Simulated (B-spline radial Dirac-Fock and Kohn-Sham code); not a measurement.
A summary of the ionisation energies of cobalt (Z = 27) against charge, from ΔSCF Dirac-Fock with Breit, self-energy and vacuum polarisation, finite nucleus, configuration average and from the NIST table. The largest relative steps of the computed values, from charge +5 on, come at Co⁵⁺ (22 electrons left, 75.43 to 99.88 eV); Co⁹⁺ (18 electrons left, 184.8 to 274.6 eV); Co¹⁷⁺ (10 electrons left, 545.9 to 1401.0 eV); Co²⁵⁺ (2 electrons left, 2218.7 to 9542.7 eV). The median of |NIST − computed| / NIST over the 27 ions is 0.49 %.

```tsv
charge	computed (eV)	NIST (eV)
0	6.64	7.88101
1	15.87	17.0844
2	33.13	33.5
3	53.10	51.27
4	75.43	79.5
5	99.88	102
6	126.3	128.9
7	154.7	157.8
8	184.8	186.14
9	274.6	275.4
10	305.9	305.32
11	338.2	336.1
12	371.4	378.5
13	405.5	410
14	440.5	441.1
15	508.3	511.96
16	545.9	546.588
17	1401.0	1397.2
18	1505.3	1504.5
19	1612.4	1606
20	1722.5	1724
21	1835.4	1844
22	1951.3	1960.8
23	2112.4	2119.4
24	2218.7	2218.876
25	9542.7	9544.182
26	10012.2	10012.13
```
